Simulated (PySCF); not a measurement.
**Highest orbital energy against ionisation energy along the 4p block**

Calculated with PySCF 2.14, no spin-orbit coupling. Each cell gives −ε(HOMO) / ΔSCF in eV; NIST values include spin-orbit coupling, (s) semi-empirical, (t) theoretical.

```csv
species,UHF,LDA,PBE,PBE0,r2SCAN,NIST (lowest levels)
"Ga⁺ (dyall-av2z, non-relativistic)",18.720 / 18.440,16.357 / 20.796,16.039 / 20.429,16.916 / 20.094,16.300 / 20.150,20.515
"Ge⁺ (dyall-av2z, non-relativistic)",15.532 / 15.208,11.710 / 15.863,11.703 / 15.743,12.810 / 15.768,12.081 / 15.930,15.935
"As⁺ (dyall-av2z, non-relativistic)",18.421 / 17.949,14.067 / 18.634,14.030 / 18.478,15.297 / 18.528,14.470 / 18.690,18.589
"Se⁺ (dyall-av2z, non-relativistic)",21.418 / 20.820,16.483 / 21.457,16.428 / 21.284,17.864 / 21.374,16.951 / 21.554,21.196 ± 0.01
"Br⁺ (dyall-av2z, non-relativistic)",21.002 / 20.211,16.619 / 21.649,16.483 / 21.347,17.878 / 21.355,16.866 / 21.428,21.591
"Kr⁺ (dyall-av2z, non-relativistic)",24.192 / 23.283,19.218 / 24.664,19.064 / 24.341,20.622 / 24.380,19.503 / 24.474,24.360
```

How far is −ε(HOMO) from ΔSCF on average for each method, and why?

UHF 0.56 eV; LDA -4.77 eV; PBE -4.65 eV; PBE0 -3.35 eV; r2SCAN -4.34 eV. Hartree-Fock orbital energies lack relaxation and so exceed the ΔSCF value; semilocal functionals have convex E(N) from self-interaction, so their HOMO lies far too high; exact exchange moves hybrids part of the way back.
